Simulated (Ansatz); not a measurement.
`O[SiH](O)[NH][GeH3]` + `[F][Ga]([Cl])[Br]` → `O[SiH](F)[NH][GeH3]` + `[OH][Ga]([Cl])[Br]`  (redistribution)

Calculated with Ansatz (gas phase, PBE0-D4/def2-TZVP geometries, no zero-point term in ΔE). CCSD(T)/CBS is the MP2 limit (def2-TZVPP, def2-QZVPP) plus CCSD(T) − MP2 in def2-TZVPP, frozen cores. Functionals use def2-TZVPP. B3LYP here is the variant with VWN-RPA as its local correlation; programs differ in this. For Br, Ga, Ge outer-core shells are correlated without core-valence functions, which leaves a few kJ/mol of doubt a bond. Scalar relativity is left out up to krypton. Each species was taken in one conformer, which may not be the lowest.

```
          level  ΔE (kJ/mol)  difference from CCSD(T)/CBS
      r2SCAN-D4        -25.0                          4.2
        PBE0-D4        -24.1                          5.1
       B3LYP-D4        -24.7                          4.5
        ωB97X-V        -23.8                          5.4
        ωB97M-V        -24.3                          4.9
           PBE0        -24.5                          4.7
CCSD/def2-TZVPP        -27.1                          2.1
 MP2/def2-QZVPP        -29.6                         -0.4
   HF/CBS(def2)        -22.4                          6.8
 CCSD/CBS(def2)        -28.8                          0.4
    CCSD(T)/CBS        -29.2                            0
```

Largest T1 diagnostic among the species: 0.012.

In def2-TZVPP, CCSD(T) changes the Hartree–Fock value by −4.7 kJ/mol (the triples alone add −0.4 kJ/mol) and MP2 by −5.9 kJ/mol.
